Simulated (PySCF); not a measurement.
Al(H)(OH)(SeH), H3AlOSe, SMILES [OH][AlH][SeH] (PBE0/def2-SVP optimised geometry):

```
6

Al     0.437     0.169     0.000
H      2.018     0.169     0.000
O     -0.494    -1.256     0.000
H     -0.161    -2.155    -0.007
Se    -0.739     2.155     0.000
H     -2.018     1.425     0.001
```

Method: PBE0/def2-TZVP run with PySCF 2.14.0.

Problem. What are the frontier orbital energies and the dipole moment?

Solution. HOMO-2 -9.45 eV, HOMO-1 -8.38 eV, HOMO -7.28 eV, LUMO -0.69 eV, LUMO+1 -0.22 eV; dipole moment 1.74 D.

Meta-Löwdin charges at PBE0/def2-TZVP: Al1 0.76, H2 -0.15, O3 -0.78, H4 0.35, Se5 -0.28, H6 0.09.
